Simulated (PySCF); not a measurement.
Species: C6H8OSSi.
Geometry (PBE0-D3(BJ)/def2-SVP, Å), atoms numbered from 1 in this order:
```xyz
17
C6H8OSSi angstrom
Si     2.0766   -1.1337    0.2530
O      0.8102   -0.1702    0.7982
C     -0.4819   -0.1609    0.3895
C     -0.9695   -1.0398   -0.5787
C     -2.3061   -0.9969   -0.9707
C     -3.1652   -0.0675   -0.3907
C     -2.6861    0.8136    0.5755
C     -1.3481    0.7818    0.9779
S     -0.7857    1.9175    2.2006
H      1.7826   -2.5753    0.5018
H      2.3031   -0.9181   -1.2060
H      3.2513   -0.6882    1.0452
H     -0.2933   -1.7698   -1.0327
H     -2.6694   -1.6927   -1.7298
H     -4.2146   -0.0237   -0.6891
H     -3.3585    1.5448    1.0310
H      0.4883    1.4748    2.1962
```

Level: CAM-B3LYP/def2-SVPD in PySCF, non-relativistic, on one gas-phase PBE0-D3(BJ)/def2-SVP geometry that isn't relaxed in the solvent. The solvent is an IEF-PCM continuum (van der Waals radii × 1.2), and excitations are vertical TDDFT with non-equilibrium linear response and a frozen core. Only the electrostatic response of the medium enters.

```
run  E − E(gas) (kJ/mol)  HOMO (eV)  HOMO–LUMO gap (eV)  dipole (D)  lowest singlet (eV)  static polarisability (au)
gas                 0.00      -7.36                7.92        2.11                 4.90                       121.4
  P               -15.71      -7.46                8.00        2.82                 4.93                       168.0
  Q               -11.48      -7.42                7.98        2.64                 4.91                       154.3
```

The runs were made in acetone and chloroform. Which run belongs to which solvent?

P = acetone, Q = chloroform. The dielectric constants are 4.711 (chloroform), 20.49 (acetone), and the energy falls further as ε rises. The optical constants n² used for the excitations are 2.09, 1.85 in the same order. In this model the ground state sees the solvent through ε alone.

How constant is the ratio of the lowering to (ε − 1)/(2ε + 1)?

| solvent | (ε − 1)/(2ε + 1) | E − E(gas) (kJ/mol) | ratio (kJ/mol) | polarisation term (kJ/mol) |
| --- | --- | --- | --- | --- |
| chloroform | 0.356 | -11.48 | -32.2 | -12.69 |
| acetone | 0.464 | -15.71 | -33.8 | -18.00 |

The ratio changes by +4.9 % in size from chloroform to acetone. The polarisation term is half the interaction of the solute with the induced surface charges.

The run took about 2.5 min of CPU time (one thread, shared machine). This is the whole response run at CAM-B3LYP/def2-SVPD in acetone, SCF included.
